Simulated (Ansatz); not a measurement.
`O[SiH2]B(O)F`, relaxed with RKS PBE0-D4/def2-TZVP in Ansatz from a PBE-D4/def2-SVP geometry. The force threshold is 0.005 eV/Å; the program also tests the step.

Charge 0, multiplicity 1.

Start:

```xyz
9

O    -0.162   -2.162    0.045
Si    0.189   -0.700    0.821
B    -0.122    0.824   -0.497
O    -0.082    2.126   -0.124
F    -0.367    0.521   -1.797
H    -0.122   -2.089   -0.924
H    -0.702   -0.592    2.027
H     1.614   -0.661    1.325
H    -0.245    2.732   -0.876
```

Problem. How much energy does the relaxation release, and in how many steps? (An estimate is asked.)

Solution. The calculation gave: 4.68 kJ/mol, in 14 steps, 2 of them rejected.

Problem. Which bonds change most? (An estimate is asked.)

Solution. Computed: O1–Si2 from 1.692 to 1.653 Å; Si2–H7 from 1.503 to 1.484 Å; Si2–H8 from 1.511 to 1.493 Å; O1–H6 from 0.973 to 0.958 Å.

Problem. Give the relaxed structure. (An estimate is asked.)

Solution. The calculation gave: 
```xyz
9

O    -0.238   -2.139    0.090
Si    0.169   -0.695    0.784
B    -0.125    0.844   -0.515
O    -0.120    2.126   -0.102
F    -0.310    0.588   -1.819
H    -0.038   -2.247   -0.841
H    -0.680   -0.558    1.994
H     1.595   -0.683    1.224
H    -0.254    2.763   -0.814
```
